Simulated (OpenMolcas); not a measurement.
**As IV: effect of the IPEA shift**

* Program: OpenMolcas
* Basis: ANO-RCC-VQZP [7s6p4d2f1g]
* Scalar Hamiltonian: DKH2, point nucleus
* Active space: 2 electrons in 4 orbitals (4s 4p)
* State averaging: 2S+1 = 3 even, 3 roots; 2S+1 = 1 even, 7 roots; 2S+1 = 3 odd, 3 roots; 2S+1 = 1 odd, 3 roots
* Spin-orbit coupling: state interaction with AMFI integrals over the reference wave functions, term energies averaged over their components

Methods on the same reference wave functions:
A. CASSCF
B. MS-CASPT2, IPEA 0 Eh, imaginary shift 0.1 Eh (closed shells correlated: 3d)
C. MS-CASPT2, IPEA 0.25 Eh, imaginary shift 0.1 Eh (closed shells correlated: 3d)

Energies in cm-1 above 4s2 1S0, the measured ground level; measured values from Moore, Atomic Energy Levels, vol. II, NSRDS-NBS 35 (1971 reprint of NBS Circular 467, 1952).

```csv
Level,A,B,C,Measured
4s2 1S0,0.0,0.0,0.0,0.0
4s 4p 3P* 0,72483,73483,73591,
4s 4p 3P* 1,73495,74486,74595,76962
4s 4p 3P* 2,75637,76637,76744,79492
4s 4p 1P* 1,120245,112470,113128,112022
4p2 3P0,177468,178157,178400,
4p2 3P1,178676,179427,179667,181468
4p2 1S0,218680,209596,210170,211683
```

Deviations, from unrounded energies. A percentage is the sum of absolute deviations over the sum of measured energies, with the sign that they share, or ± where signs differ.

```csv
Against measurement,Levels,A,B,C
mean absolute deviation (cm-1),5,5100,2000,1900
other configurations (%),5,±3.8,±1.5,±1.4
```

B, C lie about equally close to measurement and A furthest from it. The largest miss of C in the table is 4s 4p 3P* 2, by -2700 cm-1. The ranking rests on the paired levels alone, and a cruder setting can come out closer through cancelling errors.

Between B and C the level of the table that moves most is 4s 4p 1P* 1, by 660 cm-1 (lowest in B, highest in C).

The lowest spin-free term lies below A's lowest term by 0.085 hartree in B, 0.085 hartree in C.

Over all roots computed the reference weight is 0.90 to 0.99 in B, 0.93 to 0.99 in C; the roots of lowest weight are the least certain, and an intruder state may touch them. The ¹D term of p² mixes with s d, which this space lacks. Computed and measured levels are paired by configuration, term and J; levels that our copy of the source lacks, or whose pairing is in doubt (as where it misses far off the trend of its configuration), stay unpaired and out of the deviations. Only configurations of the active space appear. Levels that lie high or do not pair safely by name in every column are left out.

* marks odd parity.
